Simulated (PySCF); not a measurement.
Cl3H3OSiSn. Atoms are numbered in the order given.

```xyz
9

Si    -2.9916    -0.5375     0.0000
O     -1.3828    -1.0149     0.0000
Sn     0.3043    -0.0274     0.0000
Cl    -0.2020     2.2577     0.0000
Cl     1.5167    -0.5922     1.9103
Cl     1.5167    -0.5922    -1.9103
H     -3.2994     0.2734    -1.2127
H     -3.2994     0.2734     1.2127
H     -3.8082    -1.7797     0.0000
```
Charge 0, spin multiplicity 1.

Coordinates come from a B3LYP-D3(BJ)/def2-SVP optimisation. The def2 effective core potentials stand for the cores of Sn; spin–orbit coupling is left out. One conformer was computed; it need not be the lowest.

Computed with HF/def2-TZVP (PySCF).

ESP charges are fitted to the potential on shells at 1.4 to 2.0 van der Waals radii. Atomic charges (e):

```csv
atom,Löwdin,ESP fit
Si1,0.22,0.42
O2,-0.28,-0.30
Sn3,0.11,0.43
Cl4,0.03,-0.11
Cl5,0.04,-0.10
Cl6,0.04,-0.10
H7,-0.06,-0.08
H8,-0.06,-0.08
H9,-0.06,-0.08
```
